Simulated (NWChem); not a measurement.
# SiH₃O₃, doublet; SMILES O[Si](O)O

```xyz
7

O     -1.4766    -0.1291     0.2097
Si     0.0932     0.0138    -0.3161
O      0.9309    -1.2656     0.3486
O      0.6008     1.4963     0.2265
H     -1.8459    -1.0178     0.1990
H      1.8090    -1.4239    -0.0122
H     -0.0413     1.9517     0.7845
```
Atoms are numbered in this order, from 1.

Results from NWChem. Pople sets run with spherical d functions. Spin-unrestricted. Structure relaxed at the PBE0/def2-SVP, spin-unrestricted level. No stability test was run on the SCF state. Vzz is the largest principal value of the second derivative of the potential at the nucleus (NWChem prints the opposite sign); η is the asymmetry. Non-relativistic.

```csv
level,Vzz O1 (a.u.),η O1,Vzz O3 (a.u.),η O3,Vzz O4 (a.u.),η O4,relative time
UHF/def2-SVP,1.500,0.56,1.484,0.60,1.526,0.51,1
UHF/def2-TZVP,1.435,0.56,1.426,0.61,1.473,0.50,9
B3LYP/6-31G*,1.354,0.58,1.329,0.67,1.387,0.53,2
B3LYP/def2-SVP,1.408,0.56,1.384,0.65,1.449,0.50,2
```

Times are rough ratios from one shared machine.
